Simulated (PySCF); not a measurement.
# Relaxation of quartet CoF₂

These are results of UPBE0/[Co def2-TZVP, F def2-TZVP], no relativity, density fitting, PySCF, not measurements. A (50,194) grid was used.

A hand-made bent start, of C2v symmetry, held to at least that symmetry:

Coordinates in bohr (charge 0 multiplicity 4):
```
Co    0.0000    0.0000   -0.7436
F     2.7089    0.0000    1.1533
F    -2.7089    0.0000    1.1533
```

At each step, columns x, y, z (Å) and Fx, Fy, Fz (eV/Å):

```
step 0  E − E(last) = 66.52 kJ/mol
Co   0.000   0.000  -0.393   0.000   0.000   1.106
F    1.433   0.000   0.610   0.432   0.000  -0.553
F   -1.433   0.000   0.610  -0.432   0.000  -0.553
step 1  E − E(last) = 47.08 kJ/mol
Co   0.000   0.000  -0.306   0.000   0.000   1.231
F    1.523   0.000   0.566   0.089   0.000  -0.615
F   -1.523   0.000   0.566  -0.089   0.000  -0.615
step 2  E − E(last) = 20.98 kJ/mol
Co   0.000   0.000  -0.087   0.000   0.000   1.181
F    1.703   0.000   0.457  -0.999   0.000  -0.591
F   -1.703   0.000   0.457   0.999   0.000  -0.591
step 3  E − E(last) = 13.09 kJ/mol
Co   0.000   0.000  -0.024   0.000   0.000   0.832
F    1.710   0.000   0.425  -0.713   0.000  -0.416
F   -1.710   0.000   0.425   0.713   0.000  -0.416
step 4  E − E(last) = 3.69 kJ/mol
Co   0.000   0.000   0.097   0.000   0.000   0.300
F    1.713   0.000   0.365  -0.031   0.000  -0.150
F   -1.713   0.000   0.365   0.031   0.000  -0.150
step 5  E − E(last) = 2.57 kJ/mol
Co   0.000   0.000   0.244   0.000   0.000   0.091
F    1.762   0.000   0.292  -0.753   0.000  -0.045
F   -1.762   0.000   0.292   0.753   0.000  -0.045
step 6  E − E(last) = 0.35 kJ/mol
Co   0.000   0.000   0.222   0.000   0.000   0.090
F    1.730   0.000   0.303  -0.029   0.000  -0.045
F   -1.730   0.000   0.303   0.029   0.000  -0.045
step 7  E − E(last) = 0.06 kJ/mol
Co   0.000   0.000   0.254   0.000   0.000   0.036
F    1.730   0.000   0.287  -0.012   0.000  -0.018
F   -1.730   0.000   0.287   0.012   0.000  -0.018
step 8  E − E(last) = 0.00 kJ/mol
Co   0.000   0.000   0.276   0.000   0.000   0.000
F    1.731   0.000   0.276  -0.017   0.000   0.000
F   -1.731   0.000   0.276   0.017   0.000   0.000
step 9  E − E(last) = 0.00 kJ/mol
Co   0.000   0.000   0.276   0.000   0.000   0.000
F    1.730   0.000   0.276   0.002   0.000   0.000
F   -1.730   0.000   0.276  -0.002   0.000   0.000
```

It ends at D∞h with Co–F 1.730 Å (×2); F–Co–F 180.0°. A frequency run shows a minimum.

Open d and f shells are described by one determinant, and the ground state may have another occupation or spin.

The relaxation took 17 s on 4 threads of a shared Arm Neoverse V1 host, with 107 basis functions and 10 gradients; the process peaked at 0.65 GiB. Launch command: `OMP_NUM_THREADS=4 python axn.py task.json out`.
